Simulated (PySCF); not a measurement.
## Trend along group 14: MCl anions

PBE with triple-zeta basis sets in PySCF, for the lowest determinant that a PBE0 search found; no spin–orbit coupling. De refers to high-spin ground-configuration atoms (the charge goes to the atom of lower measured ionisation energy or higher electron affinity, which is not always the lowest computed limit). A positive dipole points towards Cl; it is taken about the centre of mass and depends on that origin.

```json
{"M": "C", "basis": "def2-TZVPPD", "charged atom": "Cl−", "state (unpaired electrons)": "triplet (π ↑↑)", "Re (Å)": "1.860", "ωe (cm⁻¹)": "505", "De (eV)": "2.23", "μ (D)": "3.65"}
{"M": "Si", "basis": "def2-TZVPPD", "charged atom": "Cl−", "state (unpaired electrons)": "triplet (π ↑↑)", "Re (Å)": "2.262", "ωe (cm⁻¹)": "352", "De (eV)": "2.15", "μ (D)": "2.54"}
{"M": "Ge", "basis": "def2-TZVPPD", "charged atom": "Cl−", "state (unpaired electrons)": "triplet (π ↑↑)", "Re (Å)": "2.378", "ωe (cm⁻¹)": "267", "De (eV)": "1.91", "μ (D)": "-0.91"}
{"M": "Sn", "basis": "def2-TZVPPD", "charged atom": "Cl−", "state (unpaired electrons)": "triplet (π ↑↑)", "Re (Å)": "2.563", "ωe (cm⁻¹)": "238", "De (eV)": "1.86", "μ (D)": "-2.09"}
```

The shortest bond is that of CCl⁻ (1.860 Å), the longest that of SnCl⁻ (2.563 Å).

Down a group the atoms grow and get heavier, so bonds lengthen and wavenumbers fall; this series shows no clear exception.

These are scalar-relativistic numbers at best; spin–orbit coupling would shift them, the dissociation energy most. For an ion De counts to the pair picked by the measured ionisation energies or electron affinities, which need not be the lowest pair at this level. The highest Kohn–Sham level is positive in some of these anions. Much of that is self-interaction error, but it also means that the finite basis helps to hold the extra electron. States were picked by a PBE0 search and need not be the measured ground states.
